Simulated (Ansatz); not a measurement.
Ansatz (a program for electronic structure) input (PBE0/def2-QZVPP):
A basis named .json is the Basis Set Exchange file of that set.

Ansatz 0.2 input:
```yaml
crystal:
  periodic: [false, false, false]
  atoms:
    - {symbol: Se, position_ang: [-0.00812663, -0.28330172, 0.07847759]}
    - {symbol: F, position_ang: [1.93385004, -0.25006775, 0.02401380]}
    - {symbol: F, position_ang: [0.04141530, 1.44377429, -0.39994083]}
    - {symbol: F, position_ang: [-1.94456472, -0.12345560, 0.07945614]}
basis:
  gaussian:
    orbitals: def2-QZVPP.json
hamiltonian:
  xc: {name: PBE0}
total_charge: -1
```

Output:

```
Functional definition: PBE0
integrals: 0.16 GiB planned
1119 factors; their error is unknown
mean field: 1.41 GiB planned
mean field evaluation 1: about -73490.2587 eV, gradient 3.0e1 eV
mean field evaluation 2: about -73489.4201 eV, gradient 4.1e1 eV
mean field evaluation 4: about -73491.5886 eV, gradient 1.8e0 eV
mean field evaluation 8: about -73491.7998 eV, gradient 2.6e-1 eV
mean field evaluation 16: about -73491.7998 eV, gradient 2.2e-5 eV
mean field -73491.79979844 eV, -2700.7738280617 hartree, gradient 2.2e-5 eV, S^2 0.000000; 0 other end points of the search recorded, 0 dependent functions left out
reference -73491.79981750 eV, -2700.7738287621 hartree; 31, 31 occupied and 229, 229 virtual orbitals, 1119 factors
Total energy: -73491.79981750 eV, -2700.7738287621 hartree
```
